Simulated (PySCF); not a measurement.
## A ladder of Hamiltonians for P¹³⁺ (phosphorus, charge +13)

Occupied: 1s1/2. Hartree-Fock calculated with PySCF 2.14 in an even-tempered Gaussian basis (19 s from 0.72 bohr⁻², ratio 2.3; 12 p from 0.86 bohr⁻², ratio 2.3), Gaussian nucleus throughout. NR is non-relativistic, sf-X2C the spin-free one-electron X2C Hamiltonian, X2C adds the bare one-electron spin-orbit term, X2C-SNSO screens it by Boettger's factors, DC is four-component Dirac-Coulomb, and the Gaunt and Breit terms are added at first order (total energies over the DC spinors, levels after relaxing the spinors in that mean field). QED terms are absent. Levels marked empty are virtual spinors of this ion.

```
Hamiltonian  E (hartree)  E − E(DC) (hartree)  CPU seconds
         NR    -215.7358               0.6374         0.26
     sf-X2C    -216.3522               0.0210         0.15
        X2C    -216.3522               0.0210         0.15
   X2C-SNSO    -216.3522               0.0210         0.15
         DC    -216.3732               0.0000          2.4
   DC+Gaunt    -216.3309               0.0423          4.3
   DC+Breit    -216.3309               0.0423           36
```

Task: Give the 2p spin-orbit interval with each Hamiltonian that has one.

Result: X2C 1.663; X2C-SNSO 1.552; DC 1.478; DC+Gaunt 1.382; DC+Breit 1.382 (eV).

```csv
level (eV),NR,sf-X2C,X2C,X2C-SNSO,DC,DC+Gaunt,DC+Breit
1s1/2,-2810.7,-2818.3,-2818.3,-2818.3,-2818.8,-2817.7,-2817.7
2s1/2 (empty),-609.65,-611.70,-611.70,-611.70,-611.74,-611.64,-611.65
2p1/2 (empty),-584.01,-584.78,-585.90,-585.82,-585.78,-585.58,-585.61
2p3/2 (empty),-584.01,-584.78,-584.23,-584.27,-584.31,-584.19,-584.23
3s1/2 (empty),-265.18,-265.87,-265.87,-265.87,-265.89,-265.86,-265.86
```

Weight of the small component: 1s1/2 0.00288, 2s1/2 0.000605, 2p1/2 0.000593, 2p3/2 0.000592, 3s1/2 0.000262.

Koopmans' value for the highest occupied level at DC+Breit: 2817.7 eV, against an ionisation energy of 2816.9 eV (theoretical estimate listed by NIST; NIST Atomic Spectra Database, ionization energies); the former lacks relaxation, correlation, QED and recoil.

The whole ladder took 44 s of wall time on 1 thread of Neoverse-V1 (shared host), launched as `OMP_NUM_THREADS=1 python relrun2.py TASK.json OUT` (a driver that calls PySCF for each Hamiltonian).
